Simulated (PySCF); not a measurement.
C₄H₆, SMILES C#CCC.

Geometry: PBE-D3(BJ)/def2-SVP.

The numbers are results of PBE-D3(BJ)/def2-SVP (PySCF), not measurements.

No scaling factor is applied to the harmonic values.

Computed harmonic wavenumbers and intensities:
```csv
mode,ν (cm⁻¹),IR (km/mol),moving atoms (share of kinetic energy)
1,195,1.1,"C 73 %, H 27 %"
2,220,0.7,"H 83 %, C 17 %"
3,355,5.9,"C 61 %, H 39 %"
4,506,6.1,"C 81 %, H 19 %"
5,637,40.6,"H 79 %, C 21 %"
6,648,37.3,"H 79 %, C 21 %"
7,760,2.3,"H 84 %, C 16 %"
8,843,0.5,"C 65 %, H 35 %"
9,1019,0.0,"C 55 %, H 45 %"
10,1049,2.6,"C 55 %, H 45 %"
11,1050,0.6,"H 65 %, C 35 %"
12,1228,0.1,"H 87 %, C 13 %"
13,1290,11.0,"H 62 %, C 38 %"
14,1343,0.9,"H 79 %, C 21 %"
15,1391,3.1,H 93 %
16,1417,6.8,H 97 %
17,1429,3.6,H 95 %
18,2167,6.3,"C 91 %, H 9 %"
19,2959,16.1,H 95 %
20,2981,23.6,H 97 %
21,2999,5.4,"H 91 %, C 9 %"
22,3075,17.2,"H 90 %, C 10 %"
23,3078,14.7,"H 90 %, C 10 %"
24,3410,65.8,"H 86 %, C 14 %"
```
